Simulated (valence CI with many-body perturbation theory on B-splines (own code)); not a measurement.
Forbidden lines of Cd IX

Calculated by configuration interaction combined with many-body perturbation theory (CI+MBPT): four valence electrons over a frozen Dirac-Fock core [Kr], radial functions for each j: 9 s, 9 p, 10 d, 8 f, 5 g, 3 h, 1 i, with the one-electron correlation potential Σ1 (screened to all orders), the two-electron term Σ2, the three-electron term Σ3, Breit, model QED; selected single and double excitations, second order for the rest, scaled by the run's own slope (own B-spline code, finite nucleus).

No measured spectrum was set against this ion. As an estimate, terms of the open shell hold to 2 to 4 % of their energy, and close levels can change places; different configurations can be misplaced against each other by 1,000 to 8,000 cm⁻¹. Core correlation moves these levels by up to 20000 cm⁻¹, and in measured spectra 5 to 20 % of such shifts remained as error; rates that hang on mixing are uncertain with them. The list stops below the first excitations out of the core. Only levels of the ground parity were solved; by the run's estimate the other parity begins above the list, which can be wrong where configurations are misplaced.

Lines 51 to 100 of 120 in falling wavelength, among levels below 364160 cm⁻¹, chosen from the decays that carry over 1 % of a level's rate. Wavelengths and rates use the calculated energies, so an error of 2000 cm⁻¹ moves a line at 502.8 nm by 10 % and its rate by three times that or more. Electric multipoles are in the length gauge, E1 and E2 with the static RPA response of the core. S is in atomic units (e²a₀⁴ for E2 and M2, e²a₀⁶ for E3), for M1 in squared Bohr magnetons. Weak lines are less certain than strong ones. Lines between different terms over intervals too small for the method are left out, as are lines whose strength nearly cancels.

Names give the largest LS component (configuration and term), which can be under half, so a name can repeat, a term be missing and a line seem to break the LS rules; names also repeat where a configuration has a term twice. Letters in brackets count levels of one name in rising energy.

```
λ vac (nm)         Upper         Lower  Type   A (s⁻¹)  S (a.u.)
     502.8      4d4 3G_3      4d4 5D_4    M1  8.67e-01  2.86e-02
     502.6  4d4 1G_4 [a]      4d4 3H_5    M1  5.18e+00  2.19e-01
     492.5      4d4 3D_1  4d4 3P_0 [a]    M1  8.98e+00  1.19e-01
     488.5      4d4 1F_3  4d4 3F_3 [a]    M1  1.15e+00  3.47e-02
     478.5      4d4 1F_3  4d4 3P_2 [a]    M1  2.62e+00  7.46e-02
     474.0      4d4 1F_3      4d4 3G_4    M1  3.09e+00  8.55e-02
     464.4  4d4 3P_0 [a]      4d4 5D_1    M1  6.09e+01  2.26e-01
     462.9  4d4 1S_0 [a]  4d4 3P_1 [a]    M1  5.75e+01  2.11e-01
     458.2  4d4 3P_2 [b]      4d4 3D_2    M1  6.71e+00  1.20e-01
     446.5      4d4 3G_3      4d4 5D_3    M1  9.56e+00  2.21e-01
     437.2  4d4 1D_2 [a]  4d4 3F_2 [a]    M1  5.66e+00  8.76e-02
     431.3  4d4 3F_4 [a]      4d4 5D_4    M1  1.40e+01  3.75e-01
     426.6  4d4 1G_4 [a]      4d4 3H_4    M1  2.60e+00  6.73e-02
     422.0  4d4 3F_2 [b]      4d4 3D_1    M1  7.42e+00  1.03e-01
     417.8  4d4 3F_2 [a]      4d4 5D_3    M1  8.64e-01  1.17e-02
     417.4  4d4 1D_2 [a]  4d4 3P_1 [a]    M1  3.32e+00  4.47e-02
     409.6  4d4 1D_2 [a]      4d4 3G_3    M1  1.13e+01  1.43e-01
     409.0      4d4 1F_3  4d4 3F_4 [a]    M1  2.27e+00  4.04e-02
     405.4  4d4 3F_2 [b]      4d4 3D_2    M1  8.29e+00  1.02e-01
     401.8      4d4 3G_3      4d4 5D_2    M1  4.57e+00  7.69e-02
     394.6  4d4 3P_1 [a]      4d4 5D_2    M1  4.15e+01  2.84e-01
     389.2  4d4 3F_4 [a]      4d4 5D_3    M1  3.89e+00  7.66e-02
     388.8  4d4 3F_4 [b]      4d4 3D_3    M1  1.04e+01  2.05e-01
     378.4  4d4 3F_2 [a]      4d4 5D_2    M1  1.01e+01  1.02e-01
     376.8      4d4 3G_4      4d4 5D_4    M1  6.93e+00  1.24e-01
     368.1  4d4 3F_3 [a]      4d4 5D_4    M1  2.08e+00  2.69e-02
     360.4      4d4 1F_3      4d4 3G_3    M1  5.15e+00  6.25e-02
     359.3  4d4 3F_4 [b]      4d4 3G_5    M1  5.93e+00  9.18e-02
     349.4  4d4 3P_2 [b]  4d4 3P_2 [a]    E2  6.47e-01  1.50e+00
     347.6  4d4 3F_2 [a]      4d4 5D_1    M1  7.74e+00  6.02e-02
     344.3      4d4 3G_4      4d4 5D_3    M1  3.35e+00  4.56e-02
     341.9  4d4 3P_2 [a]      4d4 5D_3    M1  1.08e+01  7.98e-02
     340.0      4d4 3G_5      4d4 5D_4    M1  5.73e-01  9.19e-03
     339.7  4d4 3P_1 [a]      4d4 5D_0    M1  9.11e-01  3.97e-03
     337.0  4d4 3F_3 [a]      4d4 5D_3    M1  8.94e+00  8.88e-02
     332.5  4d4 3F_4 [b]  4d4 3F_3 [a]    M1  5.45e+00  6.68e-02
     322.2  4d4 3F_2 [b]  4d4 3F_3 [a]    M1  2.11e+01  1.31e-01
     317.2      4d4 3D_3      4d4 5D_4    M1  1.23e+01  1.02e-01
     315.1  4d4 3P_2 [a]      4d4 5D_2    M1  3.73e-01  2.16e-03
     310.9  4d4 3F_3 [a]      4d4 5D_2    M1  4.33e+00  3.38e-02
     308.3      4d4 1F_3      4d4 3H_4    M1  2.80e+00  2.13e-02
     293.8      4d4 3D_3      4d4 5D_3    M1  3.44e+00  2.26e-02
     293.6  4d4 3F_4 [b]  4d4 3F_4 [a]    M1  1.36e+01  1.15e-01
     293.5  4d4 3P_2 [a]      4d4 5D_1    M1  8.00e-01  3.75e-03
     285.6  4d4 3P_2 [b]  4d4 3P_1 [a]    M1  4.86e+00  2.10e-02
     285.6  4d4 3P_2 [b]  4d4 3P_1 [a]    E2  4.98e-01  4.23e-01
     281.9  4d4 3P_2 [b]      4d4 3G_3    M1  1.86e+00  7.74e-03
     277.5      4d4 3D_2      4d4 5D_3    M1  2.43e+01  9.64e-02
     275.3  4d4 3F_4 [b]      4d4 3H_6    E2  2.21e+00  2.81e+00
     273.8      4d4 3D_3      4d4 5D_2    M1  6.40e+00  3.41e-02
```
